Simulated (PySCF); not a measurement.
Species: C₆H₁₀NP.
SMILES: `N#CCCPC1CC1`

The closed-shell SCF was solved with PySCF and density fitting under several settings on one GFN2-xTB geometry (grid level 2 and gas phase unless stated).

| settings | basis functions | SCF cycles | E (Eh) | HOMO (eV) | LUMO (eV) | dipole (D) |
| --- | --- | --- | --- | --- | --- | --- |
| PBE0/pcSseg-1 | 193 | 14 | -630.1829 | -7.43 | 0.18 | 3.88 |
| CAM-B3LYP/def2-SVPD | 244 | 13 | -630.2484 | -8.72 | 0.84 | 3.99 |
| revPBE/pcSseg-1 | 193 | 16 | -630.5161 | -6.22 | -0.60 | 3.77 |
| HCTH407/pcSseg-1, grid level 3 | 193 | 15 | -630.6849 | -6.39 | -0.80 | 3.75 |

Q: Estimate the rows for these settings: (1) mPW1PW91/MINI, start guess huckel; (2) CAM-B3LYP/cc-pVDZ.

A: 
```tsv
settings	basis functions	SCF cycles	E (Eh)	HOMO (eV)	LUMO (eV)	dipole (D)
mPW1PW91/MINI, start guess huckel	54	14	-626.4928	-8.77	-0.56	2.98
CAM-B3LYP/cc-pVDZ	166	13	-630.5527	-8.58	1.57	3.65
```

Q: Over all rows, what range does the HOMO–LUMO gap span?

A: From 5.59 eV (HCTH407/pcSseg-1, grid level 3) to 10.15 eV (CAM-B3LYP/cc-pVDZ). The functional of the narrowest has no exact exchange, that of the widest range-separated exact exchange.

Q: And the dipole moment?

A: From 2.98 D (mPW1PW91/MINI, start guess huckel) to 3.99 D (CAM-B3LYP/def2-SVPD); the largest is 1.34 times the smallest, and the median is 3.76 D.

Q: Compare two rows with the functional CAM-B3LYP: CAM-B3LYP/cc-pVDZ and CAM-B3LYP/def2-SVPD. Which energy is lower, and by how much?

A: CAM-B3LYP/cc-pVDZ (166 functions) lies 0.3043 Eh or 191 kcal/mol below CAM-B3LYP/def2-SVPD (244 functions). The smaller set gives the lower energy; the two sets aren't nested, so the variational bound doesn't order them by size.

Cycle counts include a coarse-grid stage where the run had one.

Shape of the structure used: `[N:1]#[C:2][CH2:3][CH2:4][PH:5][CH:6]1[CH2:7][CH2:8]1`: C2–C3–C4–P5 -179°, C3–C4–P5–C6 -171°, C4–P5–C6–C7 -163°.

One conformer stands for the species.
